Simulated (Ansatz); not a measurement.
`CBN(C)[SiH3]`, relaxed with RKS PBE-D4/def2-SVP in Ansatz 0.2.0 from a rough embedded geometry. The force threshold is 0.03 eV/Å; the program also tests the step.

The species carries charge 0 and has multiplicity 1.

Start:

```xyz
15

C     1.190    0.821   -1.724
B     0.222   -0.161   -0.986
N     0.217   -0.155    0.526
C    -0.418    0.974    1.110
Si   -0.664   -1.632    1.144
H     1.859    0.215   -2.445
H     1.790    1.411   -1.070
H     0.564    1.450   -2.409
H    -0.392   -0.935   -1.613
H    -1.459    1.108    0.714
H    -0.397    1.040    2.168
H     0.144    1.928    0.751
H    -0.008   -2.834    0.572
H    -0.610   -1.648    2.581
H    -2.039   -1.584    0.681
```

```
         step  energy (eV)  largest force (eV/Å)  largest move (Å)
            1  -12265.1135                 3.808             0.000
            2  -12265.7978                 1.831             0.193
            3  -12266.0669                 1.090             0.195
            4  -12266.2557                 0.565             0.199
            5  -12266.3392                 0.447             0.200
            6  -12266.3854                 0.263             0.192
            7  -12266.3986                 0.251             0.151
            8  -12266.4038                 0.386             0.200
            9  -12266.4139                 0.071             0.072
           10  -12266.4149                 0.087             0.060
           11  -12266.4179                 0.033             0.057
12 (rejected)  -12266.4109                 0.277             0.148
           13  -12266.4193                 0.049             0.060
14 (rejected)  -12266.4191                 0.107             0.087
           15  -12266.4202                 0.036             0.043
           16  -12266.4204                 0.078             0.049
           17  -12266.4210                 0.042             0.016
           18  -12266.4213                 0.007             0.013
```

End:

```xyz
15

C     1.140    0.902   -1.734
B     0.472   -0.294   -0.953
N    -0.198   -0.201    0.296
C    -0.368    1.043    1.051
Si   -0.916   -1.642    1.059
H     2.204    0.657   -1.946
H     1.110    1.900   -1.253
H     0.663    0.994   -2.735
H     0.520   -1.412   -1.450
H    -1.443    1.301    1.173
H     0.070    0.962    2.071
H     0.127    1.888    0.537
H    -0.675   -2.844    0.203
H    -0.311   -1.835    2.426
H    -2.395   -1.419    1.254
```

It took 25 s on 4 threads of an AMD EPYC 7B13 on a shared host, with 0.19 GiB of host memory at the peak.
